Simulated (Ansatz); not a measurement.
Br₂Ge, triplet, geometry from GFN2-xTB (the spin is typed, not shown lowest). Base run: CAM-B3LYP/3-21G run with Ansatz (an electronic-structure program).

Ansatz was given this input:
Ansatz 0.2 input:
```yaml
crystal:
  periodic: [false, false, false]
  atoms:
    - {symbol: Ge, position_ang: [0.01662620, 0.00626078, 1.00353305]}
    - {symbol: Br, position_ang: [1.08727208, -1.65040649, -0.46661885]}
    - {symbol: Br, position_ang: [-1.10247318, 1.64468236, -0.45089707]}
basis:
  gaussian:
    orbitals: 3-21G.json
hamiltonian:
  xc: cam_b3lyp
magnetization: {spin_polarized: true, initial_magnetization: 2}
```
The basis file holds 3-21G in the JSON format of the Basis Set Exchange.

The base run was repeated with changes; each row names its change, and settings that it needs were set with it.

```
change               basis functions       E (Eh)  core-seconds (rough)
-------------------  ---------------  -----------  --------------------
base                              69  -7190.84308                     4
basis = STO-3G                    54  -7145.19686                     7
basis = pc-1                      81  -7225.44052                    10
basis = pcseg-1                   81  -7224.86341                     8
basis = def2-SVP                  96  -7224.78615                    10
basis = def2-SV(P)                96  -7224.78615                    10
basis = 6-31G**                  105  -7224.79753                    20
basis = aug-cc-pVDZ              108  -7225.59626                    20
basis = pcseg-2                  129  -7225.81948                    20
basis = 6-311G**                 132  -7225.56617                    20
basis = def2-TZVP                144  -7225.67789                    20
```

Totals compare only among sets that treat the same electrons; sets with core potentials leave the core out.
